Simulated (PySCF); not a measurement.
A structure optimised at PBE-D3(BJ)/def2-TZVPD, used in a PySCF frequency run:

```xyz
2

Li     0.0000     0.0000    -1.7235
Cl     0.0000     0.0000     0.3041
```
Charge 0, spin multiplicity 1.

Write its SMILES, formula and point group.

[Li][Cl], ClLi, C∞v

What are its rotational constants (standard atomic weights)?

21.181 GHz (linear rotor, B only)
